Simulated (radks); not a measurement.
Ionisation of neutral lanthanum, [Xe] 5d1 6s2, to [Xe] 5d2 as the strength of local exchange is varied. All-electron calculation, scalar-relativistic Kohn-Sham, Slater X-alpha exchange (alpha = 2/3 is LDA exchange), no correlation, spin-polarised, spherical densities, point nucleus; open shells are filled with parallel spins first (spin-orbit coupling, left out, can overturn this in heavy ions). Program: a radial shooting solver on a logarithmic mesh with Libxc functionals.

| alpha | E(La) (hartree) | exchange (hartree) | IE (eV) | -e of the level emptied (eV) | <r> of it (bohr) |
|---|---|---|---|---|---|
| 0.564 | -8451.9238 | -161.1372 | 5.081 | 2.380 (6s) | 4.741 |
| 0.667 | -8481.4884 | -191.1912 | 5.100 | 2.754 (6s) | 4.611 |
| 0.752 | -8505.9595 | -216.1382 | 5.094 | 3.086 (6s) | 4.506 |
| 0.891 | -8546.1193 | -257.2160 | 5.044 | 3.671 (6s) | 4.342 |
| 1.027 | -8585.5832 | -297.7459 | 4.944 | 4.291 (6s) | 4.191 |

NIST Atomic Spectra Database: 5.577 eV (measured). The central value is not met in this range of alpha. Open shells are spherical and high-spin; term and fine-structure splittings are not resolved. Spin-orbit splitting is averaged out at the scalar-relativistic level.
